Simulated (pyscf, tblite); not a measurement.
O=SiH₂ -> HO–SiH: [singlet]: energy along the mass-weighted descent from the GFN2-xTB saddle (tblite), relative to the relaxed reactant side.

(s (amu^1/2 bohr), E (kcal/mol)): (-3.72, 0.0); (-3.00, 3.1); (-2.40, 11.7); (-1.68, 30.0); (-0.960, 57.0); (-0.240, 81.4); (0.360, 78.6); (1.08, 59.6); (1.80, 49.1); (2.22, 46.9); (2.39, 46.5); (2.50, 46.3); (2.59, 46.2); (2.63, 46.2); (2.68, 46.2)

Problem. The GFN2-xTB barrier from the reactant side is 83.7 kcal/mol. What does ωB97X-D3(BJ) (PySCF) give from its own reactant-side minimum, in def2-SVP and in def2-TZVP?

Solution. 62.6 kcal/mol in the double-zeta basis after reoptimising the saddle, and 62.4 kcal/mol in the triple-zeta single point, so the tight-binding barrier lies 21.2 kcal/mol over the latter. The imaginary mode goes from 1865i to 1693i cm⁻¹.
